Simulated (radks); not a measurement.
Question: Hg3+, configuration [Xe] 4f14 5d9. Method: scalar-relativistic Kohn-Sham, SCAN, spin-polarised, spherical densities, finite nucleus; open shells are filled with parallel spins first (spin-orbit coupling, left out, can overturn this in heavy ions); meta-GGA in the generalised Kohn-Sham scheme; Fermi nuclear charge, rms radius 5.4648 fm; computed with a radial shooting solver on a logarithmic mesh with Libxc functionals. Some entries of the table are withheld. Estimate them.

orbital,occ.,eigenvalue (eV),<r^2> (bohr^2),<r> (bohr)
1s up,1,-83271.20,0.0003809,0.01659
1s down,1,-83271.19,0.0003809,0.01659
2s up,1,-14816.12,0.005792,0.06990
2s down,1,-14816.05,0.005792,0.06990
2p up,3,-12779.77,0.004898,0.06328
2p down,3,-12779.70,0.004898,0.06328
3s up,1,-3555.168,0.03727,0.1805
3s down,1,-3555.140,0.03727,0.1805
3p up,3,-2963.471,0.03845,0.1821
3p down,3,-2963.435,0.03845,0.1821
3d up,5,-2339.022,0.03192,0.1651
3d down,5,-2338.958,0.03192,0.1651
4s up,1,-815.0490,0.1796,0.3990
4s down,1,-814.9273,0.1796,0.3991
4p up,3,-620.1733,0.2052,0.4250
4p down,3,-620.0645,0.2052,0.4250
4d up,5,-387.9022,0.2326,0.4488
4d down,5,-387.7808,0.2326,0.4488
5s up,1,-155.2053,0.9153,0.9037
5s down,1,-154.3384,0.9115,0.9018
4f up,7,-131.4522,0.2810,(1)
4f down,7,-131.2998,0.2804,(2)
5p up,3,-102.8424,1.207,1.035
5p down,3,-101.8200,1.204,1.033
5d up,5,-43.2069,2.189,1.376
5d down,4,-42.2513,2.209,1.382

Answer: 
(1) 4f up <r> (bohr): 0.4825
(2) 4f down <r> (bohr): 0.4821
